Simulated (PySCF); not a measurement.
Computed properties of hydrogen (H2), SMILES [H][H]

H2, SMILES [H][H]. Geometry optimised at PBE0-D3(BJ)/def2-TZVPD. One conformer was computed; it need not be the lowest. All values are computed for the isolated molecule unless a solvent is named; none is compared with measurement here.

**Structure.** The optimised structure has D∞h symmetry. All 1 harmonic modes at PBE0-D3(BJ)/def2-TZVPD (PySCF) are real, so it is a minimum.

**Vibrations.** No mode carries more than 0.5 km/mol of infrared intensity. The softest mode is at 4406 cm⁻¹ and the zero-point energy is 6.3 kcal/mol.

**Electronic structure.** r2SCAN/def2-TZVPD (PySCF) places the frontier levels at -10.79 and 1.91 eV, a gap of 12.70 eV, and gives a dipole moment of 0.00 D and a mean polarisability of 5.4 bohr³. PBE/def2-TZVPD (PySCF) at the same geometry gives -10.35 and 0.81 eV, so its gap is 1.54 eV narrower. An orbital gap is neither the optical nor the fundamental gap.

**Excitations.** TDDFT-PBE0/def2-TZVPD (PySCF) has S1 at 12.38 eV (100 nm, f = 0.348, bright); the most intense of the 10 singlets computed lies at 13.65 eV (f = 0.73). Strengths of degenerate partners are summed. T1 (TDA) is at 10.14 eV. TDDFT-PBE/def2-TZVPD (PySCF) puts S1 at 11.95 eV. No vertical singlet excitation falls in the visible range (under 3.1 eV).

**NMR.** GIAO shifts at HF/pcSseg-2 (PySCF) (non-relativistic, atoms alike by connectivity averaged): ¹H at 5.6 ppm against TMS.
